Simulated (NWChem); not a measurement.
# Correlation energy of Cl₂Se

```xyz
3

Se     0.0000     0.0000    -0.6872
Cl    -1.7155     0.0000     0.6872
Cl     1.7155     0.0000     0.6872
```
Charge 0, spin multiplicity 1.

The numbers come from NWChem runs, not from measurements. Structure: optimised with B3LYP/def2-SVP, a minimum by its harmonic frequencies.

Basis set: 6-31G*. Each correlation energy counts from its own Hartree-Fock reference.

The Hamiltonian is non-relativistic. The correlated methods keep 19 core orbitals frozen. The Pople sets run with spherical d functions. The structure started from a generated list of species. No row is a measurement; the coupled-cluster row has its own basis-set and correlation limits.

```
method        correlation energy (mHa)
------------  ------------------------
CCSD+T(CCSD)                    -545.9
CR-CCSD[T]                           ?
CCSD                            -531.5
MP2                             -506.4
SCS-MP2                         -480.2
CCSD(T)                         -545.4
CR-CCSD(T)                           ?
```

Problem. Complete the blanks.

Solution. 
- CR-CCSD[T], correlation energy (mHa): -542.5
- CR-CCSD(T), correlation energy (mHa): -542.1
